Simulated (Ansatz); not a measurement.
Ansatz (a program for electronic structure) input (B3LYP/6-31G* with LANL2DZ past Ar): The .json file joins the Basis Set Exchange's 6-31G* for atoms up to Ar and LANL2DZ past it.

Ansatz 0.2 input:
```yaml
crystal:
  periodic: [false, false, false]
  atoms:
    - {symbol: W, position_ang: [0.00817510, 0.00491778, -0.04601482]}
    - {symbol: H, position_ang: [0.00476698, -0.16585764, 1.87699890]}
    - {symbol: H, position_ang: [-1.02368431, 0.81306396, 1.00881409]}
    - {symbol: H, position_ang: [0.11340164, -1.67204664, -0.08365491]}
    - {symbol: H, position_ang: [-1.42015678, 0.65673826, -0.60549188]}
    - {symbol: H, position_ang: [0.33581693, -0.86748366, 1.63784747]}
    - {symbol: H, position_ang: [1.38489832, 0.87166977, -0.42941687]}
basis:
  gaussian:
    orbitals: 6-31Gs+LANL2DZ.json
hamiltonian:
  xc: {name: B3LYP}
total_charge: 1
magnetization: {spin_polarized: true, initial_magnetization: 1}
phonons: {temperatures: {t_min: 298.15, t_max: 298.15, t_step: 100}}
```

Output:

```
Functional definition: B3LYP
integrals: 0.01 GiB planned
522 factors; integrals over basis functions are off by at most 3.6e-4 eV
mean field: 0.13 GiB planned
mean field evaluation 1: about -1928.5081 eV, gradient 1.6e1 eV
mean field evaluation 2: about -1926.0235 eV, gradient 2.4e1 eV
mean field evaluation 4: about -1930.2521 eV, gradient 8.1e-1 eV
mean field evaluation 8: about -1930.2534 eV, gradient 3.6e-2 eV
mean field evaluation 16: about -1930.2534 eV, gradient 3.8e-5 eV
mean field -1930.25341386 eV, -70.9355045865 hartree, gradient 3.8e-5 eV, S^2 0.755632; 0 other end points of the search recorded, 0 dependent functions left out
the calculation of the forces begins
reference -1930.25371513 eV, -70.9355156580 hartree; 10, 9 occupied and 24, 25 virtual orbitals, 522 factors
these checks for a lower state are left out or cut short: stability, starts, cluster_reference, orbital_swaps, neighbouring_geometries, increment
integrals: 0.01 GiB planned
522 factors; integrals over basis functions are off by at most 3.6e-4 eV
mean field: 0.13 GiB planned
mean field -1930.25332187 eV, -70.9355012062 hartree, gradient 1.7e-6 eV, S^2 0.755626; 0 other end points of the search recorded, 0 dependent functions left out
the calculation of the forces begins
reference -1930.25362314 eV, -70.9355122776 hartree; 10, 9 occupied and 24, 25 virtual orbitals, 522 factors
these checks for a lower state are left out or cut short: stability, starts, cluster_reference, orbital_swaps, neighbouring_geometries, increment
integrals: 0.01 GiB planned
522 factors; integrals over basis functions are off by at most 3.6e-4 eV
mean field: 0.13 GiB planned
mean field -1930.25332207 eV, -70.9355012134 hartree, gradient 1.6e-6 eV, S^2 0.755638; 0 other end points of the search recorded, 0 dependent functions left out
the calculation of the forces begins
reference -1930.25362334 eV, -70.9355122847 hartree; 10, 9 occupied and 24, 25 virtual orbitals, 522 factors
these checks for a lower state are left out or cut short: stability, starts, cluster_reference, orbital_swaps, neighbouring_geometries, increment
integrals: 0.01 GiB planned
522 factors; integrals over basis functions are off by at most 3.6e-4 eV
mean field: 0.13 GiB planned
mean field evaluation 32: about -1930.2533 eV, gradient 6.9e-5 eV
mean field -1930.25332923 eV, -70.9355014767 hartree, gradient 1.8e-6 eV, S^2 0.755624; 0 other end points of the search recorded, 0 dependent functions left out
the calculation of the forces begins
reference -1930.25363046 eV, -70.9355125466 hartree; 10, 9 occupied and 24, 25 virtual orbitals, 522 factors
these checks for a lower state are left out or cut short: stability, starts, cluster_reference, orbital_swaps, neighbouring_geometries, increment
integrals: 0.01 GiB planned
522 factors; integrals over basis functions are off by at most 3.6e-4 eV
mean field: 0.13 GiB planned
mean field -1930.25332800 eV, -70.9355014313 hartree, gradient 1.8e-6 eV, S^2 0.755640; 0 other end points of the search recorded, 0 dependent functions left out
the calculation of the forces begins
reference -1930.25362931 eV, -70.9355125041 hartree; 10, 9 occupied and 24, 25 virtual orbitals, 522 factors
these checks for a lower state are left out or cut short: stability, starts, cluster_reference, orbital_swaps, neighbouring_geometries, increment
integrals: 0.01 GiB planned
522 factors; integrals over basis functions are off by at most 3.6e-4 eV
mean field: 0.13 GiB planned
mean field -1930.25334465 eV, -70.9355020431 hartree, gradient 2.3e-6 eV, S^2 0.755622; 0 other end points of the search recorded, 0 dependent functions left out
the calculation of the forces begins
reference -1930.25364611 eV, -70.9355131216 hartree; 10, 9 occupied and 24, 25 virtual orbitals, 522 factors
these checks for a lower state are left out or cut short: stability, starts, cluster_reference, orbital_swaps, neighbouring_geometries, increment
integrals: 0.01 GiB planned
522 factors; integrals over basis functions are off by at most 3.6e-4 eV
mean field: 0.13 GiB planned
mean field -1930.25335268 eV, -70.9355023383 hartree, gradient 2.9e-6 eV, S^2 0.755642; 0 other end points of the search recorded, 0 dependent functions left out
the calculation of the forces begins
reference -1930.25365376 eV, -70.9355134026 hartree; 10, 9 occupied and 24, 25 virtual orbitals, 522 factors
these checks for a lower state are left out or cut short: stability, starts, cluster_reference, orbital_swaps, neighbouring_geometries, increment
integrals: 0.01 GiB planned
522 factors; integrals over basis functions are off by at most 3.6e-4 eV
mean field: 0.13 GiB planned
mean field -1930.25340304 eV, -70.9355041889 hartree, gradient 1.0e-5 eV, S^2 0.755633; 0 other end points of the search recorded, 0 dependent functions left out
[...]
mean field evaluation 192: about -1930.2534 eV, gradient 2.1e-5 eV
mean field -1930.25340157 eV, -70.9355041350 hartree, gradient 2.8e-6 eV, S^2 0.755638; 0 other end points of the search recorded, 0 dependent functions left out
the calculation of the forces begins
reference -1930.25370289 eV, -70.9355152083 hartree; 10, 9 occupied and 24, 25 virtual orbitals, 522 factors
these checks for a lower state are left out or cut short: stability, starts, cluster_reference, orbital_swaps, neighbouring_geometries, increment
integrals: 0.01 GiB planned
522 factors; integrals over basis functions are off by at most 3.6e-4 eV
mean field: 0.13 GiB planned
mean field -1930.25339594 eV, -70.9355039281 hartree, gradient 8.2e-6 eV, S^2 0.755635; 0 other end points of the search recorded, 0 dependent functions left out
the calculation of the forces begins
reference -1930.25369723 eV, -70.9355150001 hartree; 10, 9 occupied and 24, 25 virtual orbitals, 522 factors
these checks for a lower state are left out or cut short: stability, starts, cluster_reference, orbital_swaps, neighbouring_geometries, increment
integrals: 0.01 GiB planned
522 factors; integrals over basis functions are off by at most 3.6e-4 eV
mean field: 0.13 GiB planned
mean field -1930.25339942 eV, -70.9355040560 hartree, gradient 8.1e-6 eV, S^2 0.755630; 0 other end points of the search recorded, 0 dependent functions left out
the calculation of the forces begins
reference -1930.25370067 eV, -70.9355151268 hartree; 10, 9 occupied and 24, 25 virtual orbitals, 522 factors
these checks for a lower state are left out or cut short: stability, starts, cluster_reference, orbital_swaps, neighbouring_geometries, increment
integrals: 0.01 GiB planned
522 factors; integrals over basis functions are off by at most 3.6e-4 eV
mean field: 0.13 GiB planned
mean field -1930.25336317 eV, -70.9355027238 hartree, gradient 1.6e-6 eV, S^2 0.755637; 0 other end points of the search recorded, 0 dependent functions left out
the calculation of the forces begins
reference -1930.25366442 eV, -70.9355137944 hartree; 10, 9 occupied and 24, 25 virtual orbitals, 522 factors
these checks for a lower state are left out or cut short: stability, starts, cluster_reference, orbital_swaps, neighbouring_geometries, increment
integrals: 0.01 GiB planned
522 factors; integrals over basis functions are off by at most 3.6e-4 eV
mean field: 0.13 GiB planned
mean field -1930.25335682 eV, -70.9355024904 hartree, gradient 1.4e-6 eV, S^2 0.755627; 0 other end points of the search recorded, 0 dependent functions left out
the calculation of the forces begins
reference -1930.25365811 eV, -70.9355135626 hartree; 10, 9 occupied and 24, 25 virtual orbitals, 522 factors
these checks for a lower state are left out or cut short: stability, starts, cluster_reference, orbital_swaps, neighbouring_geometries, increment
integrals: 0.01 GiB planned
522 factors; integrals over basis functions are off by at most 3.6e-4 eV
mean field: 0.13 GiB planned
mean field -1930.25340077 eV, -70.9355041056 hartree, gradient 2.3e-6 eV, S^2 0.755638; 0 other end points of the search recorded, 0 dependent functions left out
the calculation of the forces begins
reference -1930.25370196 eV, -70.9355151741 hartree; 10, 9 occupied and 24, 25 virtual orbitals, 522 factors
these checks for a lower state are left out or cut short: stability, starts, cluster_reference, orbital_swaps, neighbouring_geometries, increment
integrals: 0.01 GiB planned
522 factors; integrals over basis functions are off by at most 3.6e-4 eV
mean field: 0.13 GiB planned
mean field evaluation 224: about -1930.2534 eV, gradient 1.2e-5 eV
mean field -1930.25339732 eV, -70.9355039787 hartree, gradient 2.5e-6 eV, S^2 0.755627; 0 other end points of the search recorded, 0 dependent functions left out
the calculation of the forces begins
reference -1930.25369867 eV, -70.9355150531 hartree; 10, 9 occupied and 24, 25 virtual orbitals, 522 factors
these checks for a lower state are left out or cut short: stability, starts, cluster_reference, orbital_swaps, neighbouring_geometries, increment
integrals: 0.01 GiB planned
522 factors; integrals over basis functions are off by at most 3.6e-4 eV
mean field: 0.13 GiB planned
mean field -1930.25338407 eV, -70.9355034920 hartree, gradient 1.8e-6 eV, S^2 0.755650; 0 other end points of the search recorded, 0 dependent functions left out
the calculation of the forces begins
reference -1930.25368541 eV, -70.9355145659 hartree; 10, 9 occupied and 24, 25 virtual orbitals, 522 factors
these checks for a lower state are left out or cut short: stability, starts, cluster_reference, orbital_swaps, neighbouring_geometries, increment
integrals: 0.01 GiB planned
522 factors; integrals over basis functions are off by at most 3.6e-4 eV
mean field: 0.13 GiB planned
mean field -1930.25338277 eV, -70.9355034442 hartree, gradient 1.7e-6 eV, S^2 0.755614; 0 other end points of the search recorded, 0 dependent functions left out
the calculation of the forces begins
reference -1930.25368398 eV, -70.9355145132 hartree; 10, 9 occupied and 24, 25 virtual orbitals, 522 factors
these checks for a lower state are left out or cut short: stability, starts, cluster_reference, orbital_swaps, neighbouring_geometries, increment
integrals: 0.01 GiB planned
522 factors; integrals over basis functions are off by at most 3.6e-4 eV
mean field: 0.13 GiB planned
mean field -1930.25339718 eV, -70.9355039737 hartree, gradient 2.8e-6 eV, S^2 0.755642; 0 other end points of the search recorded, 0 dependent functions left out
the calculation of the forces begins
reference -1930.25369849 eV, -70.9355150466 hartree; 10, 9 occupied and 24, 25 virtual orbitals, 522 factors
these checks for a lower state are left out or cut short: stability, starts, cluster_reference, orbital_swaps, neighbouring_geometries, increment
integrals: 0.01 GiB planned
522 factors; integrals over basis functions are off by at most 3.6e-4 eV
mean field: 0.13 GiB planned
mean field -1930.25339822 eV, -70.9355040119 hartree, gradient 1.4e-6 eV, S^2 0.755622; 0 other end points of the search recorded, 0 dependent functions left out
the calculation of the forces begins
reference -1930.25369945 eV, -70.9355150819 hartree; 10, 9 occupied and 24, 25 virtual orbitals, 522 factors
these checks for a lower state are left out or cut short: stability, starts, cluster_reference, orbital_swaps, neighbouring_geometries, increment
integrals: 0.01 GiB planned
522 factors; integrals over basis functions are off by at most 3.6e-4 eV
mean field: 0.13 GiB planned
mean field evaluation 256: about -1930.2534 eV, gradient 2.7e-6 eV
mean field -1930.25340965 eV, -70.9355044318 hartree, gradient 2.7e-6 eV, S^2 0.755633; 0 other end points of the search recorded, 0 dependent functions left out
the calculation of the forces begins
reference -1930.25371087 eV, -70.9355155017 hartree; 10, 9 occupied and 24, 25 virtual orbitals, 522 factors
these checks for a lower state are left out or cut short: stability, starts, cluster_reference, orbital_swaps, neighbouring_geometries, increment
integrals: 0.01 GiB planned
522 factors; integrals over basis functions are off by at most 3.6e-4 eV
mean field: 0.13 GiB planned
mean field -1930.25341021 eV, -70.9355044525 hartree, gradient 1.3e-6 eV, S^2 0.755632; 0 other end points of the search recorded, 0 dependent functions left out
the calculation of the forces begins
reference -1930.25371152 eV, -70.9355155255 hartree; 10, 9 occupied and 24, 25 virtual orbitals, 522 factors
Total energy: -1930.25371513 eV, -70.9355156580 hartree
Atom 0 at     0.008175     0.004918    -0.046015 Å, force    -0.000064     0.000227    -0.001550 eV/Å
Atom 1 at     0.004767    -0.165858     1.876999 Å, force     0.000195    -0.001487    -0.000208 eV/Å
Atom 2 at    -1.023684     0.813064     1.008814 Å, force    -0.000350     0.000252     0.000137 eV/Å
Atom 3 at     0.113402    -1.672047    -0.083655 Å, force     0.000355    -0.000002     0.000133 eV/Å
Atom 4 at    -1.420157     0.656738    -0.605492 Å, force     0.000315    -0.000130     0.000935 eV/Å
Atom 5 at     0.335817    -0.867484     1.637847 Å, force    -0.000681     0.001349     0.000665 eV/Å
Atom 6 at     1.384898     0.871670    -0.429417 Å, force     0.000231    -0.000209    -0.000112 eV/Å
Dipole moment:     0.063246    -0.109691     0.188445 e Å
Vibrations: 245.22 436.84 537.63 747.40 841.08 906.87 930.82 963.82 1075.48 1311.61 1791.36 1886.24 1929.31 1965.72 3333.75 cm⁻¹, zero-point energy 1.171846 eV
```

The blocks after the first are displaced geometries, from whose forces the wavenumbers follow.

The dipole moment of an ion depends on the origin.
